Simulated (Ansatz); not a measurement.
Ideal-gas functions of `O=C=[N][AlH][F]` at 800 K and 1 bar, from an Ansatz frequency run at PBE0-D4/def2-TZVP.

Molar mass 89.0 g/mol, point group Cs (symmetry number 1), electronic degeneracy 1, moments of inertia 24.299, 302.179, 326.478 u Å². Harmonic wavenumbers (cm⁻¹, unscaled): 43, 84, 249, 489, 569, 645, 657, 664, 869, 1513, 2030, 2405.

Use S(trans) = R[1.5 ln M + 2.5 ln T − 1.1517]; rotational temperatures θ = 24.2544 K / I; S(rot) = R[ln(√π/σ · √(T³/θAθBθC)) + 1.5]; for each mode x = 1.438777 ν̃/T, S = R[x/(eˣ − 1) − ln(1 − e⁻ˣ)] and H = RT x/(eˣ − 1); 1 cm⁻¹ = 0.0119627 kJ/mol; R = 8.31446 J/(mol·K).

Q: By hand: the entropy, in J/(mol·K).

A: Translation 185.4. Rotation: θ = 0.9982, 0.0803, 0.0743 K, giving 121.9. Vibration, mode by mode: 29.60, 24.04, 15.06, 9.65, 8.48, 7.53, 7.39, 7.32, 5.40, 2.16, 1.03, 0.59, in all 118.2. Electronic 0.0. Sum 425.5 J/(mol·K).

Q: By hand: H − E and G − E in kJ/mol, counted from the electronic energy.

A: Zero-point energy ½ × 10217 × 0.0119627 = 61.1; thermal vibration 41.3; translation, rotation and pV give 4 RT = 26.6. H − E = 129.0 kJ/mol, and G − E = 129.0 − 800 × 425.5/1000 = -211.4 kJ/mol.

Vibration gives 28 % of the entropy, 53.6 J/(mol·K) of it from the modes under 150 cm⁻¹: soft modes count most, and the harmonic formula is weakest for them. The sum counts one conformer and one mirror image; others add a mixing term.
